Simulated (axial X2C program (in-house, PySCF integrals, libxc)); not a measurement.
# Potential curves of TaN, spin-free

Computed with an axial X2C code built on PySCF integrals. Spin-free means the one-electron spin-free X2C Hamiltonian. Basis: Ta dyall-cv3z [13s14p9d7f4g], N dyall-av3z [7s7p3d2f] (cores contracted in-house); Gaussian nuclei, density fitting, unrestricted open shells. Masses: Ta 180.948 u, N 14.003 u.

State: M_S = 0, Λ = 0 (closed shell). Energies in kJ/mol from the fragments at the same level (Ta + N). Fits are polynomials in 1 − R0/R over 0.85 to 1.23 times the lowest point R0.

```csv
R (Å),B3LYP,PBE0,CCSD,HF
1.4468,-417.84,-420.36,,45.60
1.5133,-539.82,-536.57,-457.33,-59.43
1.5632,-595.20,-587.81,-514.96,-102.55
1.6131,-626.19,-614.79,-548.01,-121.43
1.6630,-637.63,-622.34,-561.33,-120.74
1.7212,-631.61,-611.96,-557.28,-100.40
1.7794,-609.70,-585.84,-537.12,-63.87
1.8542,-564.87,-535.81,-494.33,0.28
1.9457,-493.62,-458.52,,95.91
2.0787,-374.44,-331.12,,251.11
```

Correlated methods: 10 electrons correlated (number of frozen shells: Ta 5 s, 4 p, 2 d, 1 f; N 1 s), 316 virtual spin orbitals or spinors in MP2, 90 natural virtuals in coupled cluster.

Occupations by symmetry block were frozen at the best pattern of an incomplete PBE0 search. Closed shells are restricted here (equal orbitals for both partners); the stretched side of such a curve lies too high. De is counted from the lowest determinant-based energies of the atoms at the same level, without counterpoise correction. CCSD ran in a truncated set of natural virtual spinors with an MP2 remainder; without triples it tends to underbind. PBE0 can misorder states that lie within some tenths of an eV, so this need not be the ground state of the molecule. The nearest other spin-free determinant of the search, M_S = 1, Λ = 2, lies 0.25 eV up at the distance of the search. Without a current term, density functionals place determinants with orbital angular momentum somewhat too high. The outer-core s and p shells of the metal are frozen in the correlated rows, which leaves out core–valence correlation; for alkali and alkaline-earth bonds that tends to lengthen them. The T1 diagnostic is large, a sign of multireference character. With the outer-core shells frozen, correlated bond lengths of heavy atoms tend to come out a few hundredths of an ångström too long. Coupled cluster ran on the points near the minimum only. MP2 and coupled cluster on one determinant become unreliable at the stretched end.

(1) What are Re, ωe and De at the B3LYP level?

(2) What are Re, ωe and De at the PBE0 level?

(3) Fit the CCSD curve near its minimum: give the equilibrium distance, the harmonic wavenumber and the well depth.

(4) What are Re, ωe and De at the HF level?

Answers

(1) At B3LYP, spin-free: Re = 1.673 Å, ωe ≈ 1130 cm⁻¹, De = 6.61 eV to Ta + N; Be follows as 0.463 cm⁻¹.

(2) At PBE0, spin-free: Re = 1.661 Å, ωe ≈ 1160 cm⁻¹, De = 6.45 eV to Ta + N; Be follows as 0.47 cm⁻¹.

(3) At CCSD, spin-free: Re = 1.679 Å, ωe ≈ 1120 cm⁻¹, De = 5.83 eV to Ta + N; Be follows as 0.46 cm⁻¹.

(4) At HF, spin-free: Re = 1.636 Å, ωe ≈ 1240 cm⁻¹, De = 1.28 eV to Ta + N; Be follows as 0.485 cm⁻¹.
